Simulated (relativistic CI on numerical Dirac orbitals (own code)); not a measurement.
## d5 in a ligand field

Computed with a parametric ligand-field model of a d^n configuration (Racah B and C, spin-orbit zeta, crystal field), exact diagonalisation.

Field parameters in Wybourne normalisation: Oh B⁴₀ = 21Dq, B⁴₄ = √(5/14) B⁴₀; Td as Oh with Dq negative (B⁴₀ = 21Dq, B⁴₄ = √(5/14) B⁴₀). The field is a parameter set, without covalency.

Lowest levels for B = 610, C = 3080, ζ = 290 cm⁻¹, Oh, 10Dq = 31450 cm⁻¹?

Γ7 0 (S 0.50), Γ8 497 (S 0.50), Γ8 17469 (S 1.50), Γ7 17484 (S 1.50), Γ8 17591 (S 1.50), Γ6 17653 (S 1.50), Γ6 22102 (S 1.50), Γ8 22107 (S 1.50), Γ8 22189 (S 1.50) cm⁻¹, with S from ⟨S²⟩ = S(S + 1). The ground level has 0.03 electrons in the cubic e pair.

Lowest levels for B = 1040, C = 5100, ζ = 580 cm⁻¹, Td, 10Dq = -3350 cm⁻¹?

Γ7+Γ8 0 (S 2.50), Γ6 34665 (S 1.50), Γ8 34674 (S 1.50), Γ7 34731 (S 1.50), Γ8 34744 (S 1.50), Γ6 35625 (S 1.50), Γ8 35634 (S 1.50), Γ8 35705 (S 1.50), Γ7 35740 (S 1.50) cm⁻¹, with S from ⟨S²⟩ = S(S + 1). The ground level has 2.00 electrons in the cubic e pair.

Lowest levels for B = 800, C = 3020, ζ = 660 cm⁻¹, Td, 10Dq = -7700 cm⁻¹?

Γ7+Γ8 0 (S 2.50), Γ8 17342 (S 1.49), Γ6 17348 (S 1.50), Γ7 17396 (S 1.48), Γ8 17465 (S 1.49), Γ6 21057 (S 1.50), Γ8 21063 (S 1.48), Γ8 21113 (S 1.46), Γ7 21293 (S 1.49) cm⁻¹, with S from ⟨S²⟩ = S(S + 1). The ground level has 2.00 electrons in the cubic e pair.

Lowest levels for B = 410, C = 1800, ζ = 3700 cm⁻¹, Td, 10Dq = -11300 cm⁻¹?

Γ8 0 (S 1.28), Γ7 2041 (S 1.75), Γ8 5965 (S 1.91), Γ7 8833 (S 1.64), Γ6 9680 (S 1.44), Γ8 10199 (S 1.44), Γ7 11901 (S 1.35), Γ8 12408 (S 1.23), Γ6 12865 (S 1.16) cm⁻¹, with S from ⟨S²⟩ = S(S + 1). The ground level has 3.13 electrons in the cubic e pair; its S is far from a half-integer, so spin-orbit coupling mixes spin states.

Lowest levels for B = 480, C = 2150, ζ = 590 cm⁻¹, Oh, 10Dq = 31900 cm⁻¹?

Γ7 0 (S 0.50), Γ8 1008 (S 0.50), Γ8 22074 (S 1.50), Γ7 22141 (S 1.50), Γ8 22344 (S 1.50), Γ6 22486 (S 1.50), Γ6 25861 (S 1.50), Γ8 25886 (S 1.50), Γ8 26055 (S 1.49) cm⁻¹, with S from ⟨S²⟩ = S(S + 1). The ground level has 0.02 electrons in the cubic e pair.
